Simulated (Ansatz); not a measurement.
Species: CeF₃ (charge +1, singlet). 
Geometry from a B3LYP-D3(BJ)/def2-TZVP (Ansatz, an electronic-structure program) optimisation:
SMILES: [F][Ce+]([F])[F]
```xyz
4

Ce    -0.0532     0.0750     0.1777
F     -1.4213    -1.2081    -0.3997
F      0.0826     1.5478    -1.1121
F      1.6816    -0.8228     0.3669
```
Charge +1, spin multiplicity 1.

Parts of the frozen-core correlation energy in def2-SVP (Ansatz, hartree). Frozen orbitals: 16; correlated occupied orbitals by spin: 12 and 12; virtual: 92 and 92. Spin-orbit coupling is left out. In def2 rows, elements after Kr have scalar-relativistic effective core potentials.

| term | value |
|---|---|
| reference (HF) | -771.59550 |
| MP2 opposite-spin | -0.48234 |
| MP2 same-spin | -0.19518 |
| CCSD correlation | -0.66496 |
| (T) | -0.01935 |
| T1 diagnostic | 0.025 |
| largest doubles amplitude | 0.017 |
